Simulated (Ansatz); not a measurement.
Molecule: C₄H₅GeO (charge -1, singlet). It need not be the lowest isomer of its formula. Whether it binds its extra electron was not tested at this geometry. 
Geometry from a B3LYP-D3(BJ)/def2-TZVP (Ansatz, an electronic-structure program) optimisation:
```xyz
11

Ge     1.5045     0.0861    -0.0082
C     -0.4037     0.1517    -0.0639
C     -1.2571     1.1402    -0.4513
C     -2.5502     0.4943    -0.2281
C     -2.3722    -0.7662     0.2512
O     -1.0548    -1.0559     0.3820
H      2.1436    -1.0429    -0.8799
H      2.1196     1.4134    -0.4999
H      2.1065    -0.1774     1.4100
H     -3.5242     0.9357    -0.4107
H     -3.0527    -1.5560     0.5387
```
Charge -1, spin multiplicity 1.

Total electronic energies in hartree. Valence correlation only, unless marked. Spin-orbit coupling is left out. The frozen core is the preceding noble-gas configuration, with the filled d and f shells of earlier blocks. Non-relativistic. CBS marks a two-point X^-3 extrapolation of the correlation energy; Hartree-Fock from the larger set.

```tsv
level	program	energy (Eh)
RI-HF/cc-pVTZ	Ansatz	-2304.62078
BLYP-D3(BJ)/def2-TZVPD	Ansatz + dftd3	-2307.67883
r2SCAN/def2-TZVPD	Ansatz	-2307.54286
B3LYP-D3(BJ)/def2-TZVPD	Ansatz + dftd3	-2307.74578
r2SCAN0/def2-TZVPD	Ansatz	-2307.48880
CAM-B3LYP-D3(BJ)/def2-TZVPD	Ansatz + dftd3	-2307.69420
CAM-B3LYP-D4/def2-TZVPD	Ansatz + dftd4	-2307.69622
LC-wPBE-D4/def2-TZVPD	Ansatz + dftd4	-2307.25488
B2GP-PLYP-D4/def2-TZVPD	Ansatz + dftd4	-2306.88460
B2PLYP-D4/def2-TZVPD	Ansatz + dftd4	-2307.08354
RPA@PBE/cc-pVTZ	Ansatz	-2306.14588
MP2/aug-cc-pVTZ	Ansatz	-2305.64920
SCS-MP2/aug-cc-pVQZ	Ansatz	-2305.71492
CCSD(T)/aug-cc-pVTZ	Ansatz	-2305.72718
CCSD(T)/CBS(aug-cc-pVTZ,aug-cc-pVQZ)	Ansatz	-2305.8293
```

Totals of different functionals don't rank their quality; only differences between species are comparable.
